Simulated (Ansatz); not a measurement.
```yaml
crystal:
  periodic: [false, false, false]
  atoms:
    - {symbol: C, position_ang: [-1.632030, -1.506916, -0.836320]}
    - {symbol: Xx, position_ang: [-0.288966, -1.610597, -0.409241]}
    - {symbol: B, position_ang: [0.550487, 0.909809, 0.009350]}
    - {symbol: C, position_ang: [2.014712, 0.420798, 0.328244]}
    - {symbol: C, position_ang: [-0.495815, 1.224044, 1.140368]}
    - {symbol: O, position_ang: [0.189100, 1.248689, -1.266602]}
    - {symbol: H, position_ang: [-2.312031, -1.281999, -0.006985]}
    - {symbol: H, position_ang: [-1.672754, -0.678911, -1.543159]}
    - {symbol: H, position_ang: [-1.971270, -2.420078, -1.338792]}
    - {symbol: H, position_ang: [-0.234537, -2.273316, 0.282341]}
    - {symbol: H, position_ang: [2.043759, -0.283370, 1.163082]}
    - {symbol: H, position_ang: [2.513669, -0.046448, -0.526126]}
    - {symbol: H, position_ang: [2.624654, 1.281780, 0.630194]}
    - {symbol: H, position_ang: [-0.542098, 0.427910, 1.888135]}
    - {symbol: H, position_ang: [-1.499840, 1.404819, 0.750481]}
    - {symbol: H, position_ang: [-0.186969, 2.128611, 1.678886]}
    - {symbol: H, position_ang: [0.880928, 1.054974, -1.903757]}
basis:
  gaussian: {orbitals: def2-mTZVPP}
magnetization: {spin_polarized: true, initial_magnetization: 2}
hamiltonian: {xc: {name: B3LYP5}}
```

```sh
$ ansatz run in.yaml --threads 4 --pin off --events-out ev --progress --plain --max-ram 11315MiB
```

It prints (some lines left out):

```
Error: YAML parse error: error: line 5 column 16: `Xx` is not an element symbol (H … Og, case-exact)
 --> <input>:5:16
3 |   atoms:
4 |     - {symbol: C, position_ang: [-1.632030, -1.506916, -0.836320]}
5 |     - {symbol: Xx, position_ang: [-0.288966, -1.610597, -0.409241]}
6 |     - {symbol: B, position_ang: [0.550487, 0.909809, 0.009350]}
7 |     - {symbol: C, position_ang: [2.014712, 0.420798, 0.328244]}
```

**Question.** What is wrong with this run?

**Answer.** An element symbol is wrong. The input was rejected before any iteration.

B3LYP here is the variant with VWN-RPA as its local correlation; programs differ in this.
